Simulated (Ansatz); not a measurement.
Ga₁₁N₁₀H₂₈⁻, a nanocrystal cut from wurtzite GaN (hydrogen-capped). The state is a triplet with charge -1. Geometry PBE-D4/def2-SVP, that of the charge -1 singlet; atoms count from 1.

Cartesian coordinates in Å:
```
Ga -3.065 0.141 2.597
N -1.082 0.669 2.506
Ga 0.448 -2.593 2.116
N 2.458 -2.071 1.951
Ga -2.247 -2.313 0.467
N -3.276 -0.628 0.781
N -0.325 -1.689 0.552
Ga -0.265 0.221 0.762
Ga 2.923 -0.705 0.565
N 1.659 0.792 0.820
Ga -3.103 0.697 -0.707
N -1.161 1.250 -0.594
Ga -1.189 3.158 -0.126
Ga 2.112 2.145 -0.546
N 0.828 3.657 -0.280
Ga 0.508 -2.221 -1.116
N 2.371 -1.485 -1.136
N -0.442 -1.095 -2.488
Ga -0.383 0.911 -2.336
Ga 2.734 -0.273 -2.696
N 1.578 1.301 -2.221
H -3.150 -0.976 3.730
H -3.857 1.513 2.759
H -0.588 0.171 3.262
H -1.017 1.683 2.675
H 0.053 -1.858 3.484
H 0.478 -4.179 2.006
H 2.789 -1.755 2.874
H 2.999 -2.929 1.766
H -2.493 -3.344 1.663
H -2.514 -2.803 -1.041
H -4.264 -0.928 0.733
H 4.452 -0.303 0.718
H 1.855 1.207 1.743
H -4.008 1.981 -0.414
H -3.290 -0.076 -2.104
H -1.441 3.384 1.441
H -1.874 4.089 -1.217
H 3.598 2.698 -0.452
H 1.095 4.196 0.556
H 0.935 4.324 -1.058
H 0.547 -3.752 -1.521
H 2.983 -2.297 -1.310
H -1.443 -1.359 -2.433
H -0.121 -1.370 -3.427
H -0.983 1.625 -3.617
H 4.268 0.168 -2.687
H 2.143 -0.957 -4.021
H 1.766 1.979 -2.976
```

Single mean-field runs in def2-TZVP are fitted with def2-universal-jkfit. The highest occupied level of the charge -1 triplet lies above zero (up to 1.25 eV). Energy differences disagree on whether the electron is bound (positive means bound): -0.22 eV (vertical, against the charge 0 doublet, at PBE0-D4/def2-TZVP), but 0.13 eV at PBE-D4/def2-TZVP. At PBE0-D4/def2-TZVP a singlet of charge -1 lies 5.71 eV below the triplet at the same geometry.

Problem. Estimate the Mulliken populations of the heavy atoms from the PBE0/def2-TZVP orbitals of Ansatz.

Solution. 
```tsv
atom	charge (e)	spin (α − β)
Ga1	0.21	0.03
N2	-0.35	-0.10
Ga3	0.14	0.08
N4	-0.47	-0.08
Ga5	0.18	0.02
N6	-0.46	0.12
N7	-0.12	0.22
Ga8	-0.15	0.15
Ga9	0.26	0.06
N10	-0.22	-0.08
Ga11	0.17	0.02
N12	-0.12	0.22
Ga13	0.14	0.08
Ga14	0.26	0.06
N15	-0.47	-0.08
Ga16	0.25	0.07
N17	-0.48	0.02
N18	-0.52	0.01
Ga19	0.25	0.07
Ga20	0.17	0.02
N21	-0.48	0.02
```
Mulliken values depend strongly on the basis.

Problem. Where does the spin sit?

Solution. Summed by element: Ga 0.65, N 0.27, H 1.07, of 2 unpaired in all. Largest on single atoms: H34 0.23, N7 0.22, N12 0.22.

Problem. And the Mayer bond orders between heavy atoms (over 0.3)?

Solution. Ga1–N2 0.64 (2.05 Å); Ga1–N6 0.74 (1.98 Å); N2–Ga8 0.79 (1.98 Å); Ga3–N4 0.60 (2.08 Å); Ga3–N7 0.72 (1.96 Å); N4–Ga9 0.69 (2.00 Å); Ga5–N6 0.70 (2.00 Å); Ga5–N7 0.69 (2.02 Å); N6–Ga11 0.70 (2.00 Å); N7–Ga8 0.92 (1.92 Å); N7–Ga16 0.81 (1.94 Å); Ga8–N10 0.81 (2.01 Å); Ga8–N12 0.92 (1.92 Å); Ga9–N10 0.76 (1.98 Å); Ga9–N17 0.84 (1.95 Å); N10–Ga14 0.76 (1.98 Å); Ga11–N12 0.69 (2.02 Å); N12–Ga13 0.72 (1.96 Å); N12–Ga19 0.81 (1.94 Å); Ga13–N15 0.60 (2.08 Å); Ga14–N15 0.69 (2.00 Å); Ga14–N21 0.84 (1.95 Å); Ga16–N17 0.77 (2.00 Å); Ga16–N18 0.70 (2.01 Å); N17–Ga20 0.72 (2.01 Å); N18–Ga19 0.70 (2.01 Å); Ga19–N21 0.77 (2.00 Å); Ga20–N21 0.72 (2.01 Å).
